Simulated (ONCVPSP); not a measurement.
osmium (Os), ONCV: configuration errors across variants

| Quantity | Value |
| --- | --- |
| Element | osmium (Os) |
| Generator | ONCVPSP 4.0.1 |
| Type | optimised norm-conserving Vanderbilt (ONCV) |
| Functional | PBEsol |
| Relativity | fully relativistic |
| Frozen core | [Kr] 4d10 4f14 |
| Valence charge | 16 |
| Reference configuration | 5s2 5p6 5d6 6s0.5 (charge +1.5) |
| Partial waves | 5s+6s: rc 1.50 bohr, ncon 4, nbas 8, qcut 7.7 1/bohr, 2 projectors; 5p: rc 1.90 bohr, ncon 4, nbas 9, qcut 7.8 1/bohr, 2 projectors, debl 1.3 Ha; 5d: rc 2.35 bohr, ncon 4, nbas 8, qcut 8 1/bohr, 2 projectors, debl 3.3 Ha |
| Local potential | polynomial inside 1.20 bohr (lpopt 4, dvloc0 0 Ha) |
| Core correction | none |

Open shells are filled in proportion to 2j + 1.

In the p channel the program set the typed energies aside and used -2.205, 0.250 Ha (j = l + 1/2; the other j can differ).

All-electron excitation energies from the reference (eV): (1) 5s2 5p6 5d6 6s2 -17.155; (2) 5s2 5p6 5d6 6s1 -7.523; (3) 5s2 5p6 5d6 6s0 9.421; (4) 5s2 5p6 5d7 6s1 -16.837.

A true bound ghost makes a file unfit for plane-wave use even where its test errors are small: the radial tests pick states by their node count and pass the ghost by.

Errors AE − PS in meV (a dash: test not solved or not reliable):

| change | (1) | (2) | (3) | (4) | bound ghosts | GHOST(+) flags above zero |
| --- | --- | --- | --- | --- | --- | --- |
| base | -0.7 | -0.1 | +0.2 | -0.1 | none | s |
| p: rc 1.6 | -0.7 | -0.1 | +0.2 | -0.1 | none | s |
| p: rc 1.84 | -0.7 | -0.1 | +0.2 | -0.1 | none | s |
| p: rc 2.1 | -0.6 | -0.1 | +0.2 | -0.1 | none | s |
| p: rc 2.22 | -0.6 | -0.1 | +0.2 | -0.1 | none | s |
| p: rc 2.5 | -0.7 | -0.1 | +0.3 | -0.1 | none | s |
| p: rc 2.72 | -0.7 | -0.2 | +0.2 | -0.2 | p1/2 | s |

Q: Give the same row for: p: rc 1.3.

A: -0.6, -0.1, +0.3, -0.1; bound ghosts: none; GHOST(+) flags above zero: s.
